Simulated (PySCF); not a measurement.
**Spin–spin couplings to the heavy atom in t-Butyl Iodide (SMILES CC(C)(C)I)**

Cartesian coordinates in Å; atom numbers follow the order of the lines, from 1:
```xyz
14

C    -0.2209    1.3031   -0.4293
C    -0.0181   -0.0008    0.3209
C     1.3643   -0.5798    0.0834
C    -1.1126   -1.0059    0.0122
I    -0.1612    0.4689    2.4872
H    -1.2018    1.7494   -0.2128
H    -0.1701    1.0974   -1.5132
H     0.5589    2.0383   -0.1851
H     2.1562    0.1366    0.3439
H     1.5243   -1.5024    0.6593
H     1.4645   -0.8252   -0.9887
H    -2.1118   -0.5950    0.2163
H    -0.9910   -1.9313    0.5924
H    -1.0614   -1.2650   -1.0601
```

[PySCF integrals, density fitting: indirect couplings; PBE0/pcJ-1 (dyall-v2z on I), gas phase, Gaussian nuclear model, structure from PBE0-D3(BJ)/def2-SVP]

Non-relativistic values:
| coupling | atoms | J (Hz) |
| --- | --- | --- |
| 1J(127I,13C) | I5 – C2 | -53.9 |
| 2J(127I,13C) | I5 – C1/C3/C4 | 11.5 |
| 3J(127I,1H) | I5 – H6/H7/H8/H9/H10/H11/H12/H13/H14 | 10.8 |

Question: What do two-component X2C with spin–orbit coupling give?

Answer: 
```csv
coupling,atoms,with spin–orbit (Hz)
"1J(127I,13C)",I5 – C2,-60.7
"2J(127I,13C)",I5 – C1/C3/C4,10.2
"3J(127I,1H)",I5 – H6/H7/H8/H9/H10/H11/H12/H13/H14,11.5
```

The largest listed coupling, 1J(127I,13C), ends at 1.13 times its non-relativistic value. Equivalent partners are averaged, as under fast rotation. In the static structure 3J(127I,1H) spreads over 4.6, 26.0, 4.0, 4.3, 4.3, 26.0 Hz. Couplings to strongly quadrupolar nuclei (127I) are seldom resolved in solution.
